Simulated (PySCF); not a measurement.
Vertical excitations of a molecule CH6GeO2Si from TDA-PBE0/def2-SVPD (PySCF), as energy in eV (oscillator strength): 6.23 (0.000), 6.81 (0.009), 6.91 (0.016), 7.46 (0.003), 7.71 (0.001), 7.80 (0.053), 7.92 (0.167), 8.03 (0.002), 8.09 (0.051), 8.11 (0.002). Lowest triplet (TDA): 5.94 eV. Geometry optimised at PBE0-D3(BJ)/def2-SVP. Other conformers were not sampled.

**Question.** Identify the compound among the candidates.
(A) [CH3][GeH]1[O][SiH2][O]1
(B) O=C[SiH2][GeH2][OH]
(C) O=[CH][GeH2][SiH2]O
(D) [CH2]1O[SiH2][O][GeH2]1

**Answer.** A, [CH3][GeH]1[O][SiH2][O]1
